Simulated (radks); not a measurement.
Results of a calculation; reference values are marked as such.
Coulomb parameter of the 5d shell of neutral rhenium in the model configuration [Xe] 4f14 5d3 6s2 6p2, as a second difference U = [E(n + 0.5) + E(n - 0.5) - 2 E(n)] / (0.5)^2 with all orbitals relaxed. "Bare": the charge of the atom changes with n. "Screened": the 6p shell takes up the change at fixed total charge, which measures U(5d,5d) + U(6p,6p) - 2 U(5d,6p). Level of theory: Dirac Kohn-Sham, PBEsol, spin-unpolarised, spherical densities, finite nucleus; open shells are shared between the two j in proportion to 2j + 1; Fermi nuclear charge, rms radius 5.3698 fm (a radial shooting solver on a logarithmic mesh with Libxc functionals).

case	configuration	E - E(n) (eV)
start	[Xe] 4f14 5d3 6s2 6p2	0.000
bare +0.5	[Xe] 4f14 5d3.5 6s2 6p2	-4.703
bare -0.5	[Xe] 4f14 5d2.5 6s2 6p2	6.966
screened +0.5	[Xe] 4f14 5d3.5 6s2 6p1.5	-3.819
screened -0.5	[Xe] 4f14 5d2.5 6s2 6p2.5	4.361

U(bare) = 9.049 eV, U(screened by 6p) = 2.166 eV, against the Slater integral F0(5d,5d) = 14.049 eV with frozen orbitals. The step up makes a negative ion, whose loosely bound charge lowers the bare value.
